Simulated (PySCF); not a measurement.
Molecule: C$_{6}$H$_{11}$ (charge -1, singlet). It need not be the lowest isomer of its formula. Whether it binds its extra electron was not tested at this geometry. 
Geometry from a B3LYP-D3(BJ)/def2-TZVP (Ansatz) optimisation:
SMILES: C(C)/[C-]=C\CC
```xyz
17

C      2.8217    -0.0040    -0.3568
C      1.2950    -0.0323    -0.5088
C      0.6014     0.8842     0.4745
C     -0.6295     0.5506     0.9051
C     -1.5015    -0.6372     0.5170
C     -2.4812    -0.3165    -0.6217
H      3.1066    -0.3538     0.6405
H      3.3290    -0.6358    -1.1004
H      3.1849     1.0232    -0.4483
H      1.0559     0.3108    -1.5284
H      0.9820    -1.1007    -0.4806
H     -1.1454     1.2185     1.6107
H     -2.0848    -0.9808     1.3852
H     -0.8815    -1.4859     0.2088
H     -3.1273     0.5233    -0.3467
H     -1.9292    -0.0193    -1.5163
H     -3.1252    -1.1685    -0.8808
```
Charge -1, spin multiplicity 1.

Dispersion corrections to the total energy (kcal/mol) from the dftd3 and dftd4 libraries through PySCF: D3(BJ) without and D4 with the three-body term, each with the damping fitted for the functional named.

| functional | D3(BJ) | D4 |
|---|---|---|
| BHLYP | -10.15 | -9.25 |
| CAM-B3LYP | -6.02 | -7.20 |
| HF | -60.01 | -31.55 |
| B3LYP | [?] | -13.47 |
| B2PLYP | -6.05 | [?] |
| PBE0 | -6.90 | [?] |
| r2SCAN | -2.38 | -2.34 |

Fill in the missing entries.


- B3LYP, D3(BJ): -13.44
- B2PLYP, D4: -6.01
- PBE0, D4: -7.22
